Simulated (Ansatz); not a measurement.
Cost and result for the atomization energy of C$_{3}$H$_{10}$Si$_{2}$, SMILES `CC1[SiH2]C[SiH2]1` (15 atoms, 15 bonds).

```xyz
15

C    -0.268   -0.018   -2.069
C    -0.531   -0.175   -0.581
Si    0.616   -1.174    0.554
C     0.326    0.043    1.973
Si   -0.287    1.248    0.650
H    -0.356   -0.969   -2.602
H    -0.970    0.680   -2.536
H     0.739    0.365   -2.253
H    -1.546   -0.560   -0.403
H     0.254   -2.599    0.799
H     2.024   -1.120    0.070
H     1.175    0.334    2.589
H    -0.488   -0.287    2.624
H     0.800    2.163    0.201
H    -1.487    2.068    0.985
```

Total charge 0; spin multiplicity 1. Geometry: relaxed with PBE0-D4/def2-TZVP. Program: Ansatz. All runs use 4 threads of an Intel Xeon 6975P-C on a shared host. Times are those of one run each, without the atoms' runs, and a repeat can differ threefold. Electronic energies, without spin–orbit coupling; frozen cores. CCSD(T)/CBS adds CCSD(T) − MP2 in def2-TZVPP to the MP2 limit, and its time is that of the two runs behind it. T1 = 0.011. B3LYP takes the VWN-RPA correlation (the form of Gaussian; ORCA's B3LYP/G).

CCSD(T)/CBS is a level of theory with its own doubt, some kJ/mol a heavy atom from the limit and from the frozen cores, so smaller differences don't rank the functionals.

| level | functions | wall time |
| --- | --- | --- |
| LDA (SPW92)/def2-TZVPP | 317 | 1.2 s |
| revPBE-D4/def2-TZVPP | 317 | 1.8 s |
| PBE-D4/def2-TZVPP (with forces) | 317 | 2.3 s |
| CAM-B3LYP-D4/def2-TZVPP | 317 | 3.2 s |
| r2SCAN-D4/def2-TZVPP (with forces) | 317 | 3.7 s |
| r2SCANh-D4/def2-TZVPP | 317 | 4 s |
| B3LYP-D4/def2-TZVPP (with forces) | 317 | 4.4 s |
| CCSD(T)/def2-SVP | 128 | 4.5 s |
| B2PLYP/def2-TZVPP | 317 | 6.5 s |
| ωB97M-V/def2-TZVPP (with forces) | 317 | 9.5 s |
| MP2/def2-QZVPP | 611 | 24 s |
| CCSD(T)/def2-TZVPP | 317 | 3.4 min |
| CCSD(T)/CBS(def2) | – | 3.8 min |

(1) What atomization energy does each give, and how far from CCSD(T)/CBS? (An estimate is asked.)

## Answers

(1) Ansatz gave: 
```csv
level,atomization (kJ/mol),difference from CCSD(T)/CBS,per bond
LDA (SPW92)/def2-TZVPP,6094.8,650.9,43.4
revPBE-D4/def2-TZVPP,5389.8,-54.1,-3.6
PBE-D4/def2-TZVPP (with forces),5483.0,39.1,2.6
CAM-B3LYP-D4/def2-TZVPP,5457.0,13.1,0.9
r2SCAN-D4/def2-TZVPP (with forces),5454.9,11.0,0.7
r2SCANh-D4/def2-TZVPP,5440.5,-3.4,-0.2
B3LYP-D4/def2-TZVPP (with forces),5436.5,-7.4,-0.5
CCSD(T)/def2-SVP,5162.5,-281.4,-18.8
B2PLYP/def2-TZVPP,5373.8,-70.1,-4.7
ωB97M-V/def2-TZVPP (with forces),5460.2,16.3,1.1
MP2/def2-QZVPP,5421.2,-22.7,-1.5
CCSD(T)/def2-TZVPP,5319.1,-124.8,-8.3
CCSD(T)/CBS(def2),5443.9,0.0,0.0
```

At CCSD(T), def2-SVP lies −281.4 kJ/mol from the extrapolated value and def2-TZVPP −124.7 kJ/mol: correlation converges slowly with the basis, and small sets miss more of it in the bonded molecule than in its fragments. From BLYP to BHLYP (50 % exact exchange), in def2-TZVPP and without D4, the atomization energy moves by +4.7 kJ/mol. Leaving LDA and LC-ωPBE aside and taking each functional with its dispersion term where it has one, the values, not all of them listed here, spread over 128.1 kJ/mol, from BHLYP-D4 to PBE-D4. LDA lies +648.4 kJ/mol from PBE without D4, its usual overbinding.
